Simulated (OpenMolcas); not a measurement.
**Mn4+: effect of the metal basis**

Mn4+ with its 6 nearest chloride ions at 2.344 Å, on the Zr site of Cs2ZrCl6 (a = 10.407 Å, distance in the model lattice 2.446 Å). The rest of the host is ab initio model potentials to 7.6 Å and point charges beyond; the distance is set by hand and nothing relaxes.

```
Program             : OpenMolcas 26.06
Method              : CASSCF
Spin-orbit coupling : RASSI with atomic mean-field integrals over the reference wave functions
```

Fixed: ligand basis ANO-RCC-VDZP, active space 3 electrons in 5 orbitals (3d), DKH2 Hamiltonian.

States (labels of O, the rotations of Oh). Energies in cm-1 above the lowest state or level, χT in cm3 K/mol.

```tsv
Run	Metal basis	Ground state	First state of that spin	First gap with spin-orbit (degeneracies)	χT at 300 K	First state of another spin	Cost
A	ANO-RCC-VDZP	4A2	4T2 15382	15235 (4, 2)	1.837	2E 20765	roughly 50 core-seconds
B	ANO-RCC-VTZP	4A2	4T2 15460	15315 (4, 2)	1.837	2E 21004	roughly 50 core-seconds
```

Against A, the first state of the same spin changes by +0.5 % in B.

Costs are those of the RASSCF and RASSI steps.

Without dynamic correlation the repulsion within the d shell is too large (B by tens of per cent), so at a given field states of lower spin stand too high. Ligand-to-metal charge-transfer states are missing. With no ligand orbital active B as a rule stays too high, so bands that hang on it stand too high and its fall with covalency is understated. With metal d orbitals alone and no dynamic correlation the field as a rule comes out too small, by tens of per cent, by up to half for chloride and softer ligands. The least metal-like active orbital is 66 % on the metal (Löwdin) and no ligand orbital is active, so the numbers are rough (holds for A). The least metal-like active orbital is 68 % on the metal (Löwdin) and no ligand orbital is active, so the numbers are rough (holds for B). No measured value stands beside these numbers; the geometry was set by hand and not optimised.
